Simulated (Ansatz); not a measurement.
Geometry optimisation of ClH8NOSi3, SMILES `N[Si]([SiH3])(Cl)O[SiH3]`.

```yaml
crystal:
  periodic: [false, false, false]
  atoms:
    - {symbol: N, position_ang: [-1.270270, -0.220150, 1.552960]}
    - {symbol: Si, position_ang: [-0.752470, -0.158970, -0.092900]}
    - {symbol: Si, position_ang: [-0.880250, 1.823450, -1.259240]}
    - {symbol: Cl, position_ang: [-1.761790, -1.695070, -0.941980]}
    - {symbol: O, position_ang: [0.826930, -0.529170, -0.081260]}
    - {symbol: Si, position_ang: [2.147900, -1.401080, 0.276800]}
    - {symbol: H, position_ang: [-0.773190, 0.312950, 2.247430]}
    - {symbol: H, position_ang: [-2.252160, -0.256820, 1.771330]}
    - {symbol: H, position_ang: [-2.213690, 2.031460, -1.836430]}
    - {symbol: H, position_ang: [0.086540, 1.940720, -2.355340]}
    - {symbol: H, position_ang: [-0.640880, 2.968550, -0.367630]}
    - {symbol: H, position_ang: [1.758650, -2.726300, 0.750680]}
    - {symbol: H, position_ang: [2.888740, -1.453160, -0.980770]}
    - {symbol: H, position_ang: [2.835940, -0.636400, 1.316330]}
basis:
  gaussian: {orbitals: def2-TZVP}
hamiltonian: {xc: pbe0, dispersion: d4}
relax: {f_tol: 0.005, max_steps: 150}
```

```sh
$ ansatz run in.yaml --threads 2 --pin off --events-out ev --progress --plain --max-ram 32768MiB --backend cuda --devices 0, --max-vram 18GiB
```

Shortened log:

```
Functional definition: PBE0
mean field -39812.04193895 eV, -1463.0655556851 hartree, gradient 6.5e-5 eV, S^2 0.000000; 0 other end points of the search recorded, 0 dependent functions left out
relax step   1: F+E_penalty+E_count = -39812.40902730 eV  Δ(F+E_penalty+E_count) = +0.000e0 eV  max|allowed force component| = 1.199e0 eV/Å  Δτ_max = 0.0000 Å  (28 SCF iters, accepted)
mean field -39812.17979374 eV, -1463.0706217553 hartree, gradient 1.9e-5 eV, S^2 0.000000; 0 other end points of the search recorded, 0 dependent functions left out
relax step   2: F+E_penalty+E_count = -39812.54303208 eV  Δ(F+E_penalty+E_count) = -1.340e-1 eV  max|allowed force component| = 3.723e-1 eV/Å  Δτ_max = 0.1627 Å  (29 SCF iters, accepted)
mean field -39812.19817792 eV, -1463.0712973616 hartree, gradient 9.2e-6 eV, S^2 0.000000; 0 other end points of the search recorded, 0 dependent functions left out
relax step   3: F+E_penalty+E_count = -39812.56133187 eV  Δ(F+E_penalty+E_count) = -1.830e-2 eV  max|allowed force component| = 2.647e-1 eV/Å  Δτ_max = 0.0565 Å  (32 SCF iters, accepted)
mean field -39812.20380771 eV, -1463.0715042524 hartree, gradient 9.3e-6 eV, S^2 0.000000; 0 other end points of the search recorded, 0 dependent functions left out
relax step   4: F+E_penalty+E_count = -39812.56700343 eV  Δ(F+E_penalty+E_count) = -5.672e-3 eV  max|allowed force component| = 1.567e-1 eV/Å  Δτ_max = 0.0344 Å  (31 SCF iters, accepted)
mean field -39812.21987063 eV, -1463.0720945539 hartree, gradient 2.1e-5 eV, S^2 0.000000; 0 other end points of the search recorded, 0 dependent functions left out
relax step   5: F+E_penalty+E_count = -39812.58442464 eV  Δ(F+E_penalty+E_count) = -1.742e-2 eV  max|allowed force component| = 2.797e-1 eV/Å  Δτ_max = 0.1998 Å  (29 SCF iters, accepted)
mean field -39812.22496565 eV, -1463.0722817922 hartree, gradient 8.8e-6 eV, S^2 0.000000; 0 other end points of the search recorded, 0 dependent functions left out
relax step   6: F+E_penalty+E_count = -39812.58957759 eV  Δ(F+E_penalty+E_count) = -5.153e-3 eV  max|allowed force component| = 2.294e-1 eV/Å  Δτ_max = 0.0374 Å  (31 SCF iters, accepted)
mean field -39812.23269718 eV, -1463.0725659210 hartree, gradient 2.6e-5 eV, S^2 0.000000; 0 other end points of the search recorded, 0 dependent functions left out
relax step   7: F+E_penalty+E_count = -39812.59782541 eV  Δ(F+E_penalty+E_count) = -8.248e-3 eV  max|allowed force component| = 1.043e-1 eV/Å  Δτ_max = 0.1649 Å  (30 SCF iters, accepted)
mean field -39812.23350709 eV, -1463.0725956845 hartree, gradient 8.4e-6 eV, S^2 0.000000; 0 other end points of the search recorded, 0 dependent functions left out
relax step   8: F+E_penalty+E_count = -39812.59901397 eV  Δ(F+E_penalty+E_count) = -1.189e-3 eV  max|allowed force component| = 2.008e-1 eV/Å  Δτ_max = 0.0382 Å  (31 SCF iters, accepted)
mean field -39812.23529704 eV, -1463.0726614638 hartree, gradient 8.6e-6 eV, S^2 0.000000; 0 other end points of the search recorded, 0 dependent functions left out
relax step   9: F+E_penalty+E_count = -39812.60102549 eV  Δ(F+E_penalty+E_count) = -2.012e-3 eV  max|allowed force component| = 9.804e-2 eV/Å  Δτ_max = 0.0364 Å  (31 SCF iters, accepted)
mean field -39812.23600881 eV, -1463.0726876209 hartree, gradient 8.7e-6 eV, S^2 0.000000; 0 other end points of the search recorded, 0 dependent functions left out
relax step  10: F+E_penalty+E_count = -39812.60196118 eV  Δ(F+E_penalty+E_count) = -9.357e-4 eV  max|allowed force component| = 1.031e-1 eV/Å  Δτ_max = 0.0409 Å  (31 SCF iters, accepted)
mean field -39812.23666976 eV, -1463.0727119105 hartree, gradient 8.8e-6 eV, S^2 0.000000; 0 other end points of the search recorded, 0 dependent functions left out
relax step  11: F+E_penalty+E_count = -39812.60307961 eV  Δ(F+E_penalty+E_count) = -1.118e-3 eV  max|allowed force component| = 1.258e-1 eV/Å  Δτ_max = 0.0339 Å  (32 SCF iters, accepted)
mean field -39812.23717834 eV, -1463.0727306005 hartree, gradient 8.9e-6 eV, S^2 0.000000; 0 other end points of the search recorded, 0 dependent functions left out
relax step  12: F+E_penalty+E_count = -39812.60391295 eV  Δ(F+E_penalty+E_count) = -8.333e-4 eV  max|allowed force component| = 5.673e-2 eV/Å  Δτ_max = 0.0272 Å  (31 SCF iters, accepted)
mean field -39812.23726210 eV, -1463.0727336785 hartree, gradient 9.0e-6 eV, S^2 0.000000; 0 other end points of the search recorded, 0 dependent functions left out
relax step  13: F+E_penalty+E_count = -39812.60435255 eV  Δ(F+E_penalty+E_count) = -4.396e-4 eV  max|allowed force component| = 5.086e-2 eV/Å  Δτ_max = 0.0243 Å  (31 SCF iters, accepted)
mean field -39812.23761068 eV, -1463.0727464887 hartree, gradient 9.1e-6 eV, S^2 0.000000; 0 other end points of the search recorded, 0 dependent functions left out
relax step  14: F+E_penalty+E_count = -39812.60475120 eV  Δ(F+E_penalty+E_count) = -3.987e-4 eV  max|allowed force component| = 6.640e-2 eV/Å  Δτ_max = 0.0268 Å  (31 SCF iters, accepted)
mean field -39812.23790091 eV, -1463.0727571545 hartree, gradient 9.3e-6 eV, S^2 0.000000; 0 other end points of the search recorded, 0 dependent functions left out
relax step  15: F+E_penalty+E_count = -39812.60540950 eV  Δ(F+E_penalty+E_count) = -6.583e-4 eV  max|allowed force component| = 7.505e-2 eV/Å  Δτ_max = 0.0398 Å  (31 SCF iters, accepted)
mean field -39812.23765911 eV, -1463.0727482683 hartree, gradient 1.1e-5 eV, S^2 0.000000; 0 other end points of the search recorded, 0 dependent functions left out
relax step  16: F+E_penalty+E_count = -39812.60547728 eV  Δ(F+E_penalty+E_count) = -6.778e-5 eV  max|allowed force component| = 1.020e-1 eV/Å  Δτ_max = 0.0834 Å  (31 SCF iters, accepted)
mean field -39812.23722732 eV, -1463.0727324003 hartree, gradient 9.6e-6 eV, S^2 0.000000; 0 other end points of the search recorded, 0 dependent functions left out
relax step  17: F+E_penalty+E_count = -39812.60560826 eV  Δ(F+E_penalty+E_count) = -1.310e-4 eV  max|allowed force component| = 9.484e-2 eV/Å  Δτ_max = 0.0492 Å  (31 SCF iters, accepted)
mean field -39812.23823280 eV, -1463.0727693510 hartree, gradient 9.2e-6 eV, S^2 0.000000; 0 other end points of the search recorded, 0 dependent functions left out
relax step  18: F+E_penalty+E_count = -39812.60616075 eV  Δ(F+E_penalty+E_count) = -5.525e-4 eV  max|allowed force component| = 5.771e-2 eV/Å  Δτ_max = 0.0290 Å  (31 SCF iters, accepted)
mean field -39812.23815572 eV, -1463.0727665186 hartree, gradient 9.5e-6 eV, S^2 0.000000; 0 other end points of the search recorded, 0 dependent functions left out
relax step  19: F+E_penalty+E_count = -39812.60626455 eV  Δ(F+E_penalty+E_count) = -1.038e-4 eV  max|allowed force component| = 4.313e-2 eV/Å  Δτ_max = 0.0590 Å  (32 SCF iters, accepted)
mean field -39812.23838285 eV, -1463.0727748652 hartree, gradient 9.3e-6 eV, S^2 0.000000; 0 other end points of the search recorded, 0 dependent functions left out
relax step  20: F+E_penalty+E_count = -39812.60655512 eV  Δ(F+E_penalty+E_count) = -2.906e-4 eV  max|allowed force component| = 3.250e-2 eV/Å  Δτ_max = 0.0138 Å  (31 SCF iters, accepted)
mean field -39812.23837953 eV, -1463.0727747432 hartree, gradient 9.2e-6 eV, S^2 0.000000; 0 other end points of the search recorded, 0 dependent functions left out
relax step  21: F+E_penalty+E_count = -39812.60664419 eV  Δ(F+E_penalty+E_count) = -8.907e-5 eV  max|allowed force component| = 2.342e-2 eV/Å  Δτ_max = 0.0185 Å  (31 SCF iters, accepted)
mean field -39812.23890211 eV, -1463.0727939478 hartree, gradient 9.1e-6 eV, S^2 0.000000; 0 other end points of the search recorded, 0 dependent functions left out
relax step  22: F+E_penalty+E_count = -39812.60702741 eV  Δ(F+E_penalty+E_count) = -3.832e-4 eV  max|allowed force component| = 1.443e-2 eV/Å  Δτ_max = 0.0227 Å  (31 SCF iters, accepted)
mean field -39812.23921001 eV, -1463.0728052630 hartree, gradient 9.2e-6 eV, S^2 0.000000; 0 other end points of the search recorded, 0 dependent functions left out
relax step  23: F+E_penalty+E_count = -39812.60728039 eV  Δ(F+E_penalty+E_count) = -2.530e-4 eV  max|allowed force component| = 1.851e-2 eV/Å  Δτ_max = 0.0427 Å  (30 SCF iters, accepted)
mean field -39812.23933209 eV, -1463.0728097494 hartree, gradient 9.1e-6 eV, S^2 0.000000; 0 other end points of the search recorded, 0 dependent functions left out
relax step  24: F+E_penalty+E_count = -39812.60744796 eV  Δ(F+E_penalty+E_count) = -1.676e-4 eV  max|allowed force component| = 4.683e-2 eV/Å  Δτ_max = 0.0353 Å  (31 SCF iters, accepted)
mean field -39812.23945104 eV, -1463.0728141206 hartree, gradient 9.1e-6 eV, S^2 0.000000; 0 other end points of the search recorded, 0 dependent functions left out
relax step  25: F+E_penalty+E_count = -39812.60764155 eV  Δ(F+E_penalty+E_count) = -1.936e-4 eV  max|allowed force component| = 4.827e-2 eV/Å  Δτ_max = 0.0269 Å  (32 SCF iters, accepted)
mean field -39812.23959247 eV, -1463.0728193179 hartree, gradient 9.1e-6 eV, S^2 0.000000; 0 other end points of the search recorded, 0 dependent functions left out
relax step  26: F+E_penalty+E_count = -39812.60792338 eV  Δ(F+E_penalty+E_count) = -2.818e-4 eV  max|allowed force component| = 4.236e-2 eV/Å  Δτ_max = 0.0519 Å  (30 SCF iters, accepted)
mean field -39812.23967147 eV, -1463.0728222211 hartree, gradient 9.1e-6 eV, S^2 0.000000; 0 other end points of the search recorded, 0 dependent functions left out
relax step  27: F+E_penalty+E_count = -39812.60804358 eV  Δ(F+E_penalty+E_count) = -1.202e-4 eV  max|allowed force component| = 4.617e-2 eV/Å  Δτ_max = 0.0316 Å  (31 SCF iters, accepted)
mean field -39812.23987716 eV, -1463.0728297802 hartree, gradient 9.1e-6 eV, S^2 0.000000; 0 other end points of the search recorded, 0 dependent functions left out
relax step  28: F+E_penalty+E_count = -39812.60825121 eV  Δ(F+E_penalty+E_count) = -2.076e-4 eV  max|allowed force component| = 4.007e-2 eV/Å  Δτ_max = 0.0279 Å  (31 SCF iters, accepted)
mean field -39812.24001643 eV, -1463.0728348982 hartree, gradient 9.2e-6 eV, S^2 0.000000; 0 other end points of the search recorded, 0 dependent functions left out
relax step  29: F+E_penalty+E_count = -39812.60840459 eV  Δ(F+E_penalty+E_count) = -1.534e-4 eV  max|allowed force component| = 2.351e-2 eV/Å  Δτ_max = 0.0174 Å  (31 SCF iters, accepted)
mean field -39812.24013827 eV, -1463.0728393758 hartree, gradient 9.1e-6 eV, S^2 0.000000; 0 other end points of the search recorded, 0 dependent functions left out
relax step  30: F+E_penalty+E_count = -39812.60850994 eV  Δ(F+E_penalty+E_count) = -1.054e-4 eV  max|allowed force component| = 1.667e-2 eV/Å  Δτ_max = 0.0235 Å  (31 SCF iters, accepted)
mean field -39812.24016478 eV, -1463.0728403499 hartree, gradient 9.1e-6 eV, S^2 0.000000; 0 other end points of the search recorded, 0 dependent functions left out
relax step  31: F+E_penalty+E_count = -39812.60855821 eV  Δ(F+E_penalty+E_count) = -4.827e-5 eV  max|allowed force component| = 1.630e-2 eV/Å  Δτ_max = 0.0203 Å  (31 SCF iters, accepted)
mean field -39812.24017189 eV, -1463.0728406112 hartree, gradient 9.1e-6 eV, S^2 0.000000; 0 other end points of the search recorded, 0 dependent functions left out
relax step  32: F+E_penalty+E_count = -39812.60858705 eV  Δ(F+E_penalty+E_count) = -2.884e-5 eV  max|allowed force component| = 1.462e-2 eV/Å  Δτ_max = 0.0186 Å  (31 SCF iters, accepted)
mean field -39812.24018413 eV, -1463.0728410610 hartree, gradient 9.1e-6 eV, S^2 0.000000; 0 other end points of the search recorded, 0 dependent functions left out
relax step  33: F+E_penalty+E_count = -39812.60860677 eV  Δ(F+E_penalty+E_count) = -1.971e-5 eV  max|allowed force component| = 7.160e-3 eV/Å  Δτ_max = 0.0259 Å  (31 SCF iters, accepted)
mean field -39812.24018679 eV, -1463.0728411590 hartree, gradient 2.4e-5 eV, S^2 0.000000; 0 other end points of the search recorded, 0 dependent functions left out
relax step  34: F+E_penalty+E_count = -39812.60861656 eV  Δ(F+E_penalty+E_count) = -9.789e-6 eV  max|allowed force component| = 4.906e-3 eV/Å  Δτ_max = 0.0023 Å  (24 SCF iters, accepted)
mean field -39812.24018679 eV, -1463.0728411590 hartree, gradient 2.4e-5 eV, S^2 0.000000; 1 other end points of the search recorded, 0 dependent functions left out
Total energy: -39812.60866013 eV, -1463.0863823044 hartree
Atom 0 at    -1.092994    -0.150572     1.487866 Å, force     0.001685     0.002884    -0.004906 eV/Å
Atom 1 at    -0.610070    -0.095815    -0.146348 Å, force    -0.003595     0.002316     0.001005 eV/Å
Atom 2 at    -1.006641     1.889441    -1.306260 Å, force    -0.000644    -0.001434     0.001162 eV/Å
Atom 3 at    -1.691897    -1.606937    -1.044485 Å, force    -0.001545    -0.000766    -0.001241 eV/Å
Atom 4 at     0.985769    -0.395270    -0.268080 Å, force     0.002112    -0.002213     0.003692 eV/Å
Atom 5 at     2.103582    -1.425709     0.365925 Å, force     0.002508    -0.001237     0.002270 eV/Å
Atom 6 at    -0.764323     0.522989     2.160491 Å, force    -0.000951    -0.003345     0.000212 eV/Å
Atom 7 at    -1.977245    -0.553508     1.748986 Å, force     0.001892     0.001008     0.001503 eV/Å
Atom 8 at    -2.466860     2.171725    -1.323212 Å, force     0.000416     0.000893    -0.000720 eV/Å
Atom 9 at    -0.507990     1.802360    -2.703781 Å, force    -0.000122     0.000147     0.000240 eV/Å
Atom 10 at    -0.315753     3.015291    -0.617360 Å, force    -0.000577    -0.000371    -0.000608 eV/Å
Atom 11 at     1.561869    -2.805605     0.443126 Å, force     0.001282     0.003486    -0.000269 eV/Å
Atom 12 at     3.290091    -1.397972    -0.522290 Å, force    -0.001701     0.000046     0.001037 eV/Å
Atom 13 at     2.492462    -0.970410     1.725401 Å, force    -0.000759    -0.001414    -0.003378 eV/Å
Dipole moment:    -0.025345     0.181597     0.413965 e Å
```

It took 2.3 min on 2 threads of an AMD EPYC 7R13 on a shared host and a share of an NVIDIA H100 80 GB, with 0.93 GiB of host memory at the peak.
